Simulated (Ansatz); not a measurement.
`F[SiH2][BH][SnH3]` and `F[SiH2]B[SiH3]` differ in one atom or group.

Ansatz, PBE0-D4/def2-TZVP geometries, multiplicity 1. Each molecule was computed in one conformer, which needn't be the lowest.

Elements past krypton have def2 core potentials.

| property | `F[SiH2][BH][SnH3]` |
| --- | --- |
| ideal-gas entropy at 298 K and 1 bar (rigid rotor, harmonic PBE0-D4/def2-TZVP) / J/(mol·K) | 387 |
| HOMO energy (B3LYP/def2-TZVPP) / eV | -7.65 |
| HOMO–LUMO gap (PBE0/def2-TZVPP) / eV | 4.71 |
| zero-point energy (PBE0-D4/def2-TZVP) / kJ/mol | 135.2 |
| LUMO energy (PBE0/def2-TZVPP) / eV | -3.13 |
| LUMO energy (B3LYP/def2-TZVPP) / eV | -3.29 |

Problem. Give the same properties after the change, and the shifts. (Estimate.)

Solution. Computed: 
```csv
property,`F[SiH2]B[SiH3]`,shift
"ideal-gas entropy at 298 K and 1 bar (rigid rotor, harmonic PBE0-D4/def2-TZVP) / J/(mol·K)",357,-30
HOMO energy (B3LYP/def2-TZVPP) / eV,-7.91,-0.26
HOMO–LUMO gap (PBE0/def2-TZVPP) / eV,5.05,0.34
zero-point energy (PBE0-D4/def2-TZVP) / kJ/mol,146.7,11.5
LUMO energy (PBE0/def2-TZVPP) / eV,-3.05,0.08
LUMO energy (B3LYP/def2-TZVPP) / eV,-3.21,0.08
```

With PBE0 the HOMO falls by 0.27 eV and the LUMO rises by 0.08 eV, so the gap widens by about 0.35 eV. PBE moves the HOMO by -0.18 eV and ωB97M-V by -0.31 eV. Modes under 60 cm⁻¹, often nearly free rotors, make the harmonic entropy too high.

B3LYP here is the variant with VWN-RPA as its local correlation; programs differ in this.
